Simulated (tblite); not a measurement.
Compound: C7H8NS (doublet state).
Numbering: `[S:1]=[CH:2][CH2:3][C:4]1[CH:5]=[CH:6][N:7]=[CH:8][CH2:9]1` (hydrogens: H10 on C2; H11, H12 on C3; H13 on C5; H14 on C6; H15 on C8; H16, H17 on C9)

The geometry is computed with GFN2-xTB (gas phase). This method treats the open shell by occupation alone, without spin polarisation.

(1) Give the optimised bond lengths and angles.

## Answers

(1) 
| bond | length (pm) | order |
| --- | --- | --- |
| S1=C2 | 163.4 | double |
| C2–C3 | 149.5 | single |
| C3–C4 | 149.1 | single |
| C4–C5 | 137.7 | single |
| C5=C6 | 138.8 | double |
| C6–N7 | 134.9 | single |
| N7=C8 | 128.4 | double |
| C8–C9 | 148.7 | single |
| C4–C9 | 148.7 | single |
| C2–H10 | 108.2 | single |
| C3–H11, C3–H12 | 108.9 | single |
| C5–H13 | 108.0 | single |
| C6–H14 | 107.9 | single |
| C8–H15 | 108.2 | single |
| C9–H16 | 111.8 | single |
| C9–H17 | 109.9 | single |

Bonds in one row agree within 1 pm and their mean is given. Orders are formal, as drawn. A selection of angles:
| angle | degrees |
| --- | --- |
| S1–C2–C3 | 123.0 |
| S1–C2–H10 | 119.5 |
| C3–C2–H10 | 117.2 |
| C2–C3–C4 | 95.8 |
| C2–C3–H11 | 111.9 |
| C4–C3–H11 | 112.2 |
| C4–C3–H12 | 113.0 |
| H11–C3–H12 | 111.0 |
| C3–C4–C5 | 122.7 |
| C3–C4–C9 | 117.3 |
| C5–C4–C9 | 119.6 |
| C4–C5–C6 | 120.0 |
| C4–C5–H13 | 120.2 |
| C6–C5–H13 | 119.8 |
| C5–C6–N7 | 123.0 |
| C5–C6–H14 | 121.6 |
| N7–C6–H14 | 115.4 |
| C6–N7–C8 | 119.4 |
| N7–C8–C9 | 125.4 |
| N7–C8–H15 | 116.7 |
| C9–C8–H15 | 117.8 |
| C8–C9–H16 | 109.1 |
| C8–C9–H17 | 111.4 |
| C4–C9–C8 | 112.3 |
| C4–C9–H16 | 108.2 |
| C4–C9–H17 | 111.6 |
| H16–C9–H17 | 103.9 |

Torsions: S1–C2–C3–C4 82° (synclinal); C2–C3–C4–C5 89° (synclinal); C3–C4–C5–C6 -175° (antiperiplanar); C4–C5–C6–N7 6° (synperiplanar); C5–C6–N7–C8 -4° (synperiplanar); C6–N7–C8–C9 -1° (synperiplanar); N7–C8–C9–C4 3° (synperiplanar); C3–C4–C9–C8 171° (antiperiplanar). The mirror-image conformer, all signs reversed, is as good.

The C–C distances run from 1.377 Å (C4–C5, drawn single in a drawing that doesn't fit all lengths) to 1.495 Å (C2–C3, drawn single in a drawing that doesn't fit all lengths), a spread of 0.118 Å. C4 (carbon bonded to 3 C) is planar (angles 122.7°, 119.6° and 117.3°, sum 359.6°, 0.05 Å off the plane of its three neighbours). The 6-membered ring C4–C5–C6–N7–C8–C9 has internal angles of 112.3° to 125.4°; it is almost planar, 0.02 Å rms from its mean plane, widest ring torsion 6°. C5 (carbon bonded to 2 C and H) is planar (angles 120.2°, 120.0° and 119.8°, sum 360.0°, 0.01 Å off the plane of its three neighbours). C6 (carbon bonded to C, N and H) is planar (angles 123.0°, 121.6° and 115.4°, sum 360.0°, 0.01 Å off the plane of its three neighbours). C8 (carbon bonded to C, N and H) is planar (angles 125.4°, 117.8° and 116.7°, sum 360.0°, 0.01 Å off the plane of its three neighbours). C2 (carbon bonded to C, S and H) is planar (angles 123.0°, 119.5° and 117.2°, sum 359.6°, 0.05 Å off the plane of its three neighbours).

Point group: C1 (no symmetry element, even within 0.4 Å). Its GFN2-xTB frequencies are all real (lowest 70 cm⁻¹).
